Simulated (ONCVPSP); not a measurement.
## Which change was made? (Kr, ONCV)

- Element: Kr
- Generator: ONCVPSP 4.0.1
- Type: optimised norm-conserving Vanderbilt (ONCV)
- Functional: BLYP
- Relativity: scalar-relativistic
- Frozen core: [Ar]
- Valence charge: 18
- Reference configuration: 3d10 4s2 4p5.5 (charge +0.5)
- Partial waves: 4s: rc 1.20 bohr, ncon 4, nbas 7, qcut 4.8 1/bohr, 2 projectors, debl 3.4 Ha; 4p: rc 1.50 bohr, ncon 5, nbas 9, qcut 6.2 1/bohr, 1 projector; 3d: rc 0.50 bohr, ncon 4, nbas 8, qcut 21.8 1/bohr, 2 projectors, debl 3.3 Ha
- Local potential: polynomial inside 0.40 bohr (lpopt 3, dvloc0 0 Ha)
- Core correction: none

Cutoffs, loose and tight: the cutoffs (Ha) at which the residual kinetic energy of the hardest occupied pseudo-wave falls to 1 and 0.1 mHa per electron. They do not see the model core or the augmentation charge, which bear on the density cutoff. Test errors are all-electron minus pseudo excitation energies from the reference, over the configurations 3d10 4s2 4p6; 3d10 4s2 4p5; 3d10 4s2 4p4; 3d10 4s2 4p2; variants that change the core or the reference have their own tests.

The base gives: outcome: generated; cutoff, loose: 818 Ha; cutoff, tight: 984 Ha; bound ghosts: s, p; GHOST(+) flags above zero: s; largest test error (meV): +78.

(1) After one change the result is: outcome: generated; cutoff, loose: 322 Ha; cutoff, tight: 426 Ha; bound ghosts: s, p; GHOST(+) flags above zero: s; largest test error (meV): +77. Which change was it?
A. core correction Teter function, parameters optimised by the program
B. d: qcut 13.3
C. s: qcut 5.9; p: qcut 7.6; d: qcut 26.8

Answers

(1) C. The others give: d: qcut 13.3 → outcome: generated; cutoff, loose: 1136 Ha; cutoff, tight: 1606 Ha; bound ghosts: s, p; GHOST(+) flags above zero: s, d; largest test error (meV): +78 | core correction Teter function, parameters optimised by the program → outcome: generated; cutoff, loose: 818 Ha; cutoff, tight: 984 Ha; bound ghosts: s, p; GHOST(+) flags above zero: s; largest test error (meV): +61.
